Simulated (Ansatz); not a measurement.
Reaction (formal exchange of groups at a Ga–O bond): `[OH][GaH][GeH3]` + ethylene → `C=[CH][GaH][GeH3]` + H₂O

Gas-phase electronic energies from Ansatz, PBE0-D4/def2-TZVP geometries. CCSD(T)/CBS is the MP2 limit (def2-TZVPP, def2-QZVPP) plus CCSD(T) − MP2 in def2-TZVPP, frozen cores. This one scheme is used for every species. Functionals use def2-TZVPP. B3LYP here is the variant with VWN-RPA as its local correlation; programs differ in this. For Ga, Ge outer-core shells are correlated without core-valence functions, which leaves a few kJ/mol of doubt a bond. Scalar relativity is left out up to krypton. Each species was taken in one conformer, which may not be the lowest.

(1) Is it downhill or uphill in electronic energy at CCSD(T)/CBS, and by how much? (Best estimate.)

(2) What do these levels give: B3LYP-D4, r2SCAN0-D4, ωB97X-V, PBE0, SCS-MP2/def2-QZVPP, CCSD/CBS(def2)? (An estimate is asked.)

Largest T1 diagnostic among the species: 0.014.

Answers

(1) Computed: Uphill: ΔE = +65.0 kJ/mol.

(2) Ansatz gave: B3LYP-D4 72.8, r2SCAN0-D4 70.6, ωB97X-V 73.7, PBE0 69.9, SCS-MP2/def2-QZVPP 70.5, CCSD/CBS(def2) 66.1 kJ/mol.

From BLYP to BHLYP (50 % exact exchange), in def2-TZVPP and without D4, ΔE moves by −6.8 kJ/mol. At CCSD(T), def2-SVP lies +17.2 kJ/mol from the extrapolated value and def2-TZVPP +3.4 kJ/mol.
